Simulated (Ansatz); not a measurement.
`CCB(O)S`, relaxed with RKS PBE-D4/def2-SVP in the Gaussian-basis code of Ansatz from a rough embedded geometry. The force threshold is 0.03 eV/Å; the program also tests the step.

The species carries charge 0 and has multiplicity 1.

Start:

```xyz
12

C    -0.158   -0.418   -1.518
C    -0.305    0.587   -0.410
B     0.176   -0.036    0.986
O    -0.568   -1.147    1.589
S     1.532    0.792    1.993
H     0.989   -0.680   -1.614
H    -0.423    0.065   -2.488
H    -0.715   -1.294   -1.343
H     0.269    1.541   -0.649
H    -1.392    0.876   -0.368
H    -0.011   -1.958    1.181
H     0.607    1.671    2.641
```

```json
{"step": "1", "energy (eV)": "-15729.8524", "largest force (eV/Å)": "3.909", "largest move (Å)": "0.000"}
{"step": "2", "energy (eV)": "-15730.2285", "largest force (eV/Å)": "1.832", "largest move (Å)": "0.193"}
{"step": "3", "energy (eV)": "-15730.4061", "largest force (eV/Å)": "1.698", "largest move (Å)": "0.184"}
{"step": "4", "energy (eV)": "-15730.5941", "largest force (eV/Å)": "1.884", "largest move (Å)": "0.195"}
{"step": "5", "energy (eV)": "-15730.8573", "largest force (eV/Å)": "1.568", "largest move (Å)": "0.200"}
{"step": "6", "energy (eV)": "-15731.0752", "largest force (eV/Å)": "1.904", "largest move (Å)": "0.195"}
{"step": "7", "energy (eV)": "-15731.2287", "largest force (eV/Å)": "1.757", "largest move (Å)": "0.193"}
{"step": "8", "energy (eV)": "-15731.3353", "largest force (eV/Å)": "1.183", "largest move (Å)": "0.200"}
{"step": "9", "energy (eV)": "-15731.4205", "largest force (eV/Å)": "0.749", "largest move (Å)": "0.195"}
{"step": "10", "energy (eV)": "-15731.4800", "largest force (eV/Å)": "0.631", "largest move (Å)": "0.200"}
{"step": "11", "energy (eV)": "-15731.5126", "largest force (eV/Å)": "0.954", "largest move (Å)": "0.192"}
{"step": "13 (rejected)", "energy (eV)": "-15731.5466", "largest force (eV/Å)": "0.398", "largest move (Å)": "0.137"}
{"step": "15", "energy (eV)": "-15731.5671", "largest force (eV/Å)": "0.080", "largest move (Å)": "0.025"}
{"step": "17", "energy (eV)": "-15731.5699", "largest force (eV/Å)": "0.116", "largest move (Å)": "0.095"}
{"step": "19", "energy (eV)": "-15731.5730", "largest force (eV/Å)": "0.149", "largest move (Å)": "0.045"}
{"step": "21", "energy (eV)": "-15731.5771", "largest force (eV/Å)": "0.144", "largest move (Å)": "0.072"}
{"step": "23", "energy (eV)": "-15731.5798", "largest force (eV/Å)": "0.106", "largest move (Å)": "0.069"}
{"step": "25", "energy (eV)": "-15731.5829", "largest force (eV/Å)": "0.113", "largest move (Å)": "0.068"}
{"step": "27", "energy (eV)": "-15731.5852", "largest force (eV/Å)": "0.052", "largest move (Å)": "0.046"}
{"step": "29", "energy (eV)": "-15731.5858", "largest force (eV/Å)": "0.053", "largest move (Å)": "0.046"}
{"step": "31", "energy (eV)": "-15731.5860", "largest force (eV/Å)": "0.010", "largest move (Å)": "0.013"}
```

End:

```xyz
12

C    -0.298   -0.337   -1.593
C    -0.074    0.570   -0.377
B     0.187   -0.182    0.991
O     0.190   -1.551    1.001
S     0.486    0.714    2.571
H     0.578   -0.992   -1.774
H    -0.478    0.247   -2.518
H    -1.169   -1.005   -1.443
H     0.781    1.261   -0.556
H    -0.945    1.250   -0.232
H     0.357   -1.943    1.877
H     0.385    1.968    2.052
```

Hardware: 4 threads of a server CPU on a shared host. Wall time 39 s, peak host memory 0.18 GiB.
